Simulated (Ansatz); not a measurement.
Reaction (cleavage of the Sn–Si bond): `F[CH2][SnH2][SiH3]` + H₂S → `F[CH2][SnH2][SH]` + SiH₄

Calculated with Ansatz (gas phase, PBE0-D4/def2-TZVP geometries, no zero-point term in ΔE). CCSD(T)/CBS adds triple-zeta CCSD(T) − MP2 to the extrapolated MP2 energy (def2 sets, frozen cores). This one scheme is used for every species. Functionals use def2-TZVPP. Elements past krypton have def2 core potentials. For Sn outer-core shells are correlated without core-valence functions, which leaves a few kJ/mol of doubt a bond. One conformer a species, not always the lowest.

`F[CH2][SnH2][SiH3]`:

Z-matrix (Å, degrees):
```
C
Sn 1 2.175
F 1 1.387 2 109.7
H 1 1.093 2 110.5 3 119.4
H 1 1.093 2 111.0 3 -119.7
Si 2 2.561 1 109.1 3 -45.9
H 2 1.713 1 107.5 3 -167.3
H 2 1.710 1 108.5 3 76.1
H 6 1.487 2 109.7 1 -55.1
H 6 1.487 2 110.3 1 -174.9
H 6 1.485 2 110.1 1 64.9
```

H₂S:

```xyz
3

S     0.165    0.369    0.470
H     0.469    0.335   -0.836
H    -0.634   -0.704    0.367
```

`F[CH2][SnH2][SH]`:

```xyz
9

F     1.931   -0.103    0.521
C     0.867   -0.969    0.320
Sn   -0.742    0.112   -0.650
S    -1.366    1.896    0.833
H     0.537   -1.344    1.291
H     1.213   -1.807   -0.292
H    -0.204    0.741   -2.143
H    -2.137   -0.852   -0.836
H    -0.099    2.327    0.956
```

SiH₄:

Z-matrix (Å, degrees):
```
Si
H 1 1.485
H 1 1.485 2 109.5
H 1 1.485 2 109.5 3 -120.0
H 1 1.485 2 109.5 3 120.0
```

CCSD(T)/CBS gives -0.37 eV.

Another level gave -0.40 eV. Which?
A. PBE0/def2-TZVPP
B. r2SCAN-D4/def2-TZVPP
C. HF/def2-TZVPP
D. MP2/def2-TZVPP

D. MP2/def2-TZVPP -0.40, PBE0 -0.32, HF/def2-TZVPP -0.49, r2SCAN-D4 -0.36 eV.

Largest T1 diagnostic among the species: 0.013.

In def2-TZVPP, CCSD(T) changes the Hartree–Fock value by +0.13 eV (the triples alone add −0.00 eV) and MP2 by +0.08 eV.
